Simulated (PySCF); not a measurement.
## Solvent effects on NMR parameters

Molfile (atoms numbered from 1):
```
C6H11N3
     RDKit          3D

 20 20  0  0  0  0  0  0  0  0999 V2000
   -2.5900   -0.3923   -0.5684 C   0  0  0  0  0  0  0  0  0  0  0  0
   -1.6987   -0.4826    0.6680 C   0  0  0  0  0  0  0  0  0  0  0  0
   -0.2524   -0.2833    0.3613 C   0  0  0  0  0  0  0  0  0  0  0  0
    0.5869   -1.2982    0.1638 N   0  0  0  0  0  0  0  0  0  0  0  0
    1.7321   -0.7217   -0.1316 N   0  0  0  0  0  0  0  0  0  0  0  0
    2.9384   -1.4773   -0.3361 C   0  0  0  0  0  0  0  0  0  0  0  0
    1.7240    0.5941   -0.1360 N   0  0  0  0  0  0  0  0  0  0  0  0
    0.4690    0.9187    0.1676 C   0  0  0  0  0  0  0  0  0  0  0  0
    0.0060    2.3297    0.2624 C   0  0  0  0  0  0  0  0  0  0  0  0
   -2.3000   -1.1500   -1.3117 H   0  0  0  0  0  0  0  0  0  0  0  0
   -2.5085    0.5944   -1.0508 H   0  0  0  0  0  0  0  0  0  0  0  0
   -3.6476   -0.5537   -0.3098 H   0  0  0  0  0  0  0  0  0  0  0  0
   -2.0160    0.2683    1.4108 H   0  0  0  0  0  0  0  0  0  0  0  0
   -1.8161   -1.4679    1.1438 H   0  0  0  0  0  0  0  0  0  0  0  0
    3.5779   -0.9314   -1.0397 H   0  0  0  0  0  0  0  0  0  0  0  0
    2.6684   -2.4565   -0.7482 H   0  0  0  0  0  0  0  0  0  0  0  0
    3.4812   -1.6191    0.6116 H   0  0  0  0  0  0  0  0  0  0  0  0
   -0.7673    2.5556   -0.4888 H   0  0  0  0  0  0  0  0  0  0  0  0
    0.8513    3.0111    0.1003 H   0  0  0  0  0  0  0  0  0  0  0  0
   -0.4273    2.5445    1.2520 H   0  0  0  0  0  0  0  0  0  0  0  0
  1  2  1  0
  2  3  1  0
  3  4  2  0
  4  5  1  0
  5  6  1  0
  5  7  1  0
  7  8  2  0
  8  9  1  0
  8  3  1  0
  1 10  1  0
  1 11  1  0
  1 12  1  0
  2 13  1  0
  2 14  1  0
  6 15  1  0
  6 16  1  0
  6 17  1  0
  9 18  1  0
  9 19  1  0
  9 20  1  0
M  END
```

GIAO PBE0/pcSseg-1 in PySCF 2.14 on one PBE0-D3(BJ)/def2-SVP conformer, non-relativistic, equivalent nuclei averaged. Solvents enter as an IEF-PCM continuum (tetrahydrofuran with ε = 7.4, dichloromethane with ε = 8.9) around the gas-phase geometry. Shifts are referred to TMS computed in the same medium.

Gas phase, δ in ppm: C3 151.0, C8 144.6, C6 40.6, C2 21.6, C1 16.5, C9 11.7, H15/H16/H17 3.84, H13/H14 2.54, H18/H19/H20 2.29, H10/H11/H12 1.10. Dipole moment 0.12 D.

Q: How does each δ change in the continuum?

A: 
```
      atoms                                          environment  Δδ, tetrahydrofuran  Δδ, dichloromethane
         C3  substituted aromatic carbon next to a ring nitrogen                 +2.1                 +2.2
         C8  substituted aromatic carbon next to a ring nitrogen                 +2.4                 +2.5
         C6                            methyl carbon bonded to N                 +0.9                 +1.0
         C2                          sp3 CH2 on an aromatic ring                 +0.4                 +0.5
         C1                                        methyl carbon                 +0.3                 +0.3
         C9                    methyl carbon on an aromatic ring                 +0.3                 +0.4
H15/H16/H17              hydrogen on a methyl carbon bonded to N                +0.11                +0.11
    H13/H14           hydrogen on an sp3 CH2 on an aromatic ring                +0.06                +0.07
H18/H19/H20      hydrogen on a methyl carbon on an aromatic ring                +0.08                +0.09
H10/H11/H12                          hydrogen on a methyl carbon                +0.03                +0.03
```

Changes are relative to the gas phase. The dipole moment becomes 0.39 D in tetrahydrofuran, 0.41 D in dichloromethane.

Q: Which of the listed nuclei move most (in ppm), and what does the model miss? (N and O are left out, as their reference compounds move with the solvent too.)

A: C8 (substituted aromatic carbon next to a ring nitrogen, +2.5 ppm) in dichloromethane. A continuum only polarises the solute; specific hydrogen bonds, the anisotropy of aromatic solvents and changes of geometry or conformer are outside it.
